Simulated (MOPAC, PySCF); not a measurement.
The scaffold SiH2Cl-X carries different groups X. Isolated molecules, 0 K electronic values unless said otherwise. One relaxed conformer stands for each flexible species; it need not be the lowest. Strings in code marks are SMILES.

Quantity: vertical ionisation energy (energy after one electron is removed minus that of the parent at the parent's geometry), in eV.

Level 1: PBE0-D4/def2-TZVP (PySCF)
Level 2: PBE/6-31G* // PBE0-D4/def2-TZVP (PySCF)
Level 3: minus the HOMO energy of PBE0-D4/def2-TZVP (PySCF)
Level 4: minus the HOMO energy of PM3 // PBE0-D4/def2-TZVP (MOPAC)

```json
[
 {"species": "`Cl[SiH2]Br`", "level 2": "10.48", "level 3": "8.70", "level 4": "10.60"},
 {"species": "`B[SiH2]Cl`", "level 2": "10.13", "level 3": "8.28", "level 4": "10.21"},
 {"species": "`CS[SiH2]Cl` (C–S–Si–Cl torsion 64°)", "level 2": "9.31", "level 3": "7.32", "level 4": "9.32"}
]
```

Q: What does level 1 give for each, and how far do the other levels lie from it on average?

A: 
- `Cl[SiH2]Br`: 10.90
- `B[SiH2]Cl`: 10.44
- `CS[SiH2]Cl` (C–S–Si–Cl torsion 64°): 9.43
Mean absolute difference from level 1, which has limits of its own, over these rows (drawn at random from the members that have all these levels): level 2 0.287 eV, level 3 2.16 eV, level 4 0.212 eV.
